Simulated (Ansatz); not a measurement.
Basis sets compared for `CN(C)c1ccc(/C=C/c2ccc(/C=C/c3ccc(/C=C/C#N)s3)s2)s1`. Total charge 0; singlet. Geometry PBE-D4/def2-SVP. Ansatz on 2 threads of AMD EPYC 7R13 on a shared host and a share (18 GiB) of an NVIDIA H100 80GB HBM3; times are rough, and most runs start from earlier orbitals.

```xyz
44

C    -8.544   -2.220    1.815
N    -7.259   -1.558    1.926
C    -7.212   -0.168    2.336
C    -6.192   -2.105    1.264
C    -6.109   -3.345    0.613
C    -4.826   -3.587    0.072
C    -3.905   -2.554    0.264
C    -2.548   -2.492   -0.177
C    -1.664   -1.455    0.015
C    -0.309   -1.422   -0.455
C     0.435   -2.375   -1.173
C     1.750   -1.963   -1.457
C     2.067   -0.682   -0.972
C     3.311    0.009   -1.104
C     3.599    1.268   -0.628
C     4.855    1.946   -0.772
C     6.052    1.535   -1.391
C     7.079    2.492   -1.325
C     6.713    3.671   -0.656
C     7.467    4.863   -0.385
C     8.770    5.090   -0.750
C     9.452    6.297   -0.446
N    10.032    7.292   -0.202
S     5.052    3.552   -0.111
S     0.675   -0.003   -0.145
S    -4.668   -1.231    1.155
H    -9.260   -1.750    2.516
H    -8.969   -2.164    0.785
H    -8.455   -3.291    2.089
H    -8.039    0.038    3.042
H    -6.258    0.042    2.864
H    -7.292    0.543    1.479
H    -6.948   -4.046    0.535
H    -4.558   -4.505   -0.471
H    -2.213   -3.387   -0.730
H    -2.012   -0.566    0.569
H     0.021   -3.346   -1.477
H     2.481   -2.571   -2.009
H     4.091   -0.551   -1.648
H     2.806    1.814   -0.090
H     6.163    0.556   -1.876
H     8.079    2.340   -1.754
H     6.945    5.662    0.167
H     9.346    4.329   -1.303
```

Single mean-field runs in def2-SVP, def2-TZVP are fitted with def2-universal-jkfit.

Binding counts from free atoms (C triplet, N quartet, S triplet, H doublet) in the same basis, without a counterpoise term.

| level | functions | energy (Eh) | HOMO (eV) | LUMO (eV) | binding per atom (eV) | wall time |
| --- | --- | --- | --- | --- | --- | --- |
| PBE-D4/def2-SVP | 466 | -2112.4519 | -4.28 | -3.02 | 5.17 | 7.5 s |
| PBE0-D4/def2-SVP | 466 | -2112.5972 | -4.98 | -2.58 | 5.04 | 12 s |

Problem. Estimate the rows for PBE-D4/def2-TZVP, PBE0-D4/def2-TZVP.

Solution. 
```tsv
level	functions	energy (Eh)	HOMO (eV)	LUMO (eV)	binding per atom (eV)	wall time
PBE-D4/def2-TZVP	932	-2113.8473	-4.36	-3.12	5.11	13 s
PBE0-D4/def2-TZVP	932	-2113.9802	-5.00	-2.63	4.97	14 s
```
